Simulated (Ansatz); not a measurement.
System: sum formula SiN3H6 (charge 0, doublet). It need not be the lowest isomer of its formula. 
Geometry from a B3LYP-D3(BJ)/def2-TZVP (Ansatz, a quantum-chemistry and plane-wave program) optimisation:
```
Si
N 1 1.7181
H 2 1.0083 1 120.27
H 2 1.0089 3 111.65 1 149.34
N 1 1.7193 2 107.17 3 -160.45
H 5 1.0082 1 120.16 2 -155.51
H 5 1.0092 6 110.93 1 147.61
N 1 1.7515 2 111.44 3 79.13
H 8 1.0235 1 114.09 2 83.05
H 1 1.4792 2 105.44 3 -35.76
```
Charge 0, spin multiplicity 2.

Dipole moments at this geometry, in debye (magnitudes).

```csv
level,program,dipole (D)
revPBE/def2-TZVPD,Ansatz,2.19
BHLYP/def2-TZVPD,Ansatz,1.89
r2SCANh/def2-TZVPD,Ansatz,[?]
HSE06/def2-TZVPD,Ansatz,1.98
CAM-B3LYP/def2-TZVPD,Ansatz,1.94
LC-wPBE/def2-TZVPD,Ansatz,1.92
wB97M-V/def2-TZVPD,Ansatz,1.94
wB97X-V/def2-TZVPD,Ansatz,1.92
CCSD(T)/aug-cc-pV(D+d)Z,Ansatz,[?]
```

Task: Fill in the missing entries.

Result: 
- r2SCANh/def2-TZVPD, dipole (D): 2.02
- CCSD(T)/aug-cc-pV(D+d)Z, dipole (D): 1.90
